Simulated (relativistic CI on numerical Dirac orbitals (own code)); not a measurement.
**d2 in a ligand field**

Computed with a parametric ligand-field model of a d^n configuration (Racah B and C, spin-orbit zeta, crystal field), exact diagonalisation.

Field parameters in Wybourne normalisation: D3d B²₀ = −7Dσ, B⁴₀ = −14Dq − 21Dτ, B⁴₃ = −14√(10/7) Dq; D4h B²₀ = −7Ds, B⁴₀ = 21(Dq − Dt), B⁴₄ = 21√(5/14) Dq; Oh B⁴₀ = 21Dq, B⁴₄ = √(5/14) B⁴₀; Td as Oh with Dq negative (B⁴₀ = 21Dq, B⁴₄ = √(5/14) B⁴₀). The field is a parameter set, without covalency.

Question: Ground term and bands for B = 400, C = 1670, ζ = 0 cm⁻¹, Oh, 10Dq = 4700 cm⁻¹?

Answer: Ground term 3T1 with 0.07 electrons in the two orbitals of the cubic e set. Spin-allowed: 3T2 4144 cm⁻¹ (2413 nm), 3A2 8844 cm⁻¹ (1131 nm), 3T1 9588 cm⁻¹ (1043 nm). Lowest spin-forbidden: 1T2 5976 cm⁻¹ (1673 nm), 1E 6176 cm⁻¹ (1619 nm), 1T2 11092 cm⁻¹ (902 nm).

Question: Ground term and bands for B = 450, C = 2240, ζ = 0 cm⁻¹, D4h, 10Dq = 11250, Ds = 1580, Dt = 210 cm⁻¹?

Answer: Ground term 3A2 with 0.01 electrons in the two orbitals of the cubic e set. Spin-allowed: 3E 3231 cm⁻¹ (3095 nm), 3E 10017 cm⁻¹ (998 nm), 3B2 10227 cm⁻¹ (978 nm), 3E 16603 cm⁻¹ (602 nm). Lowest spin-forbidden: 1B2 7277 cm⁻¹ (1374 nm), 1B1 7387 cm⁻¹ (1354 nm), 1A1 10822 cm⁻¹ (924 nm).

Question: Ground term and bands for B = 430, C = 2170, ζ = 0 cm⁻¹, D4h, 10Dq = 16150, Ds = 1320, Dt = 20 cm⁻¹?

Answer: Ground term 3A2 with 0.01 electrons in the two orbitals of the cubic e set. Spin-allowed: 3E 3682 cm⁻¹ (2716 nm), 3E 16345 cm⁻¹ (612 nm), 3B2 17438 cm⁻¹ (573 nm), 3E 21766 cm⁻¹ (459 nm). Lowest spin-forbidden: 1B2 7036 cm⁻¹ (1421 nm), 1B1 7093 cm⁻¹ (1410 nm), 1A1 10626 cm⁻¹ (941 nm).

Question: Ground term and bands for B = 1030, C = 4600, ζ = 0 cm⁻¹, D3d, 10Dq = 27600, Dσ = -1200, Dτ = -390 cm⁻¹?

Answer: Ground term 3A2 with 0.02 electrons in the two orbitals of the cubic e set. Spin-allowed: 3E 5605 cm⁻¹ (1784 nm), 3A1 25738 cm⁻¹ (389 nm), 3E 28146 cm⁻¹ (355 nm), 3A2 38697 cm⁻¹ (258 nm). Lowest spin-forbidden: 1E 15818 cm⁻¹ (632 nm), 1A1 21505 cm⁻¹ (465 nm), 1E 21817 cm⁻¹ (458 nm).

Question: Ground term and bands for B = 740, C = 2660, ζ = 0 cm⁻¹, Td, 10Dq = -1800 cm⁻¹?

Answer: Ground term 3A2 with 2.00 electrons in the two orbitals of the cubic e set. Spin-allowed: 3T2 1800 cm⁻¹, 3T1 3189 cm⁻¹ (3136 nm), 3T1 13311 cm⁻¹ (751 nm). Lowest spin-forbidden: 1E 10051 cm⁻¹ (995 nm), 1T2 11449 cm⁻¹ (873 nm), 1A1 15496 cm⁻¹ (645 nm). With an A2 ground term the first spin-allowed band lies at |10Dq| itself.
